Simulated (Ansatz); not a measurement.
`[CH3][GaH][F]` + HCl → `[F][GaH][Cl]` + CH₄  (ligand exchange at a Ga–C bond)

Gas-phase electronic energies from Ansatz, PBE0-D4/def2-TZVP geometries. CCSD(T)/CBS is the MP2 limit (def2-TZVPP, def2-QZVPP) plus CCSD(T) − MP2 in def2-TZVPP, frozen cores. This one scheme is used for every species. DFT in def2-TZVPP. B3LYP here is the variant with VWN-RPA as its local correlation; programs differ in this. HSE06 is defined as in plane-wave codes. For Ga outer-core shells are correlated without core-valence functions, which leaves a few kJ/mol of doubt a bond. Scalar relativity is left out up to krypton.

```tsv
level	ΔE (kcal/mol)	difference from CCSD(T)/CBS
LDA (SPW92)	-28.3	1.4
PBE-D4	-29.7	0.0
revPBE-D4	-29.7	0.0
r2SCAN-D4	-31.8	-2.1
B97M-V	-32.6	-2.9
PBE0-D4	-30.7	-1.0
B3LYP-D4	-31.2	-1.5
r2SCANh-D4	-31.9	-2.2
r2SCAN0-D4	-32.1	-2.4
HSE06-D4	-30.8	-1.1
BHLYP-D4	-32.8	-3.1
CAM-B3LYP-D4	-30.9	-1.2
ωB97X-V	-31.0	-1.3
ωB97M-V	-30.7	-1.0
B2PLYP	-31.5	-1.8
PBE-QIDH	-31.4	-1.7
PBE	-29.9	-0.2
revPBE	-30.2	-0.5
BLYP	-30.7	-1.0
r2SCAN	-31.9	-2.2
PBE0	-30.8	-1.1
B3LYP	-31.4	-1.7
r2SCANh	-32.0	-2.3
r2SCAN0	-32.2	-2.5
HSE06	-30.9	-1.2
BHLYP	-32.8	-3.1
CAM-B3LYP	-31.0	-1.3
RPA@PBE/def2-TZVPP	-29.0	0.7
MP2/def2-SVP	-33.6	-3.9
CCSD(T)/def2-SVP	-33.2	-3.5
HF/def2-TZVPP	-35.7	-6.0
MP2/def2-TZVPP	-30.7	-1.0
SCS-MP2/def2-TZVPP	-31.1	-1.4
CCSD/def2-TZVPP	-30.5	-0.8
CCSD(T)/def2-TZVPP	-30.2	-0.5
HF/def2-QZVPP	-35.7	-6.0
MP2/def2-QZVPP	-30.4	-0.7
HF/CBS(def2)	-35.7	-6.0
MP2/CBS(def2)	-30.2	-0.5
CCSD/CBS(def2)	-30.0	-0.3
CCSD(T)/CBS	-29.7	0
```

Largest T1 diagnostic among the species: 0.013.

At CCSD(T), def2-SVP lies −3.5 kcal/mol from the extrapolated value and def2-TZVPP −0.5 kcal/mol. In def2-TZVPP, CCSD(T) changes the Hartree–Fock value by +5.5 kcal/mol (the triples alone add +0.2 kcal/mol) and MP2 by +5.0 kcal/mol. Leaving LDA and LC-ωPBE aside and taking each functional with its dispersion term where it has one, the values spread over 3.1 kcal/mol, from BHLYP-D4 to revPBE-D4. LDA lies +1.6 kcal/mol from PBE without D4.
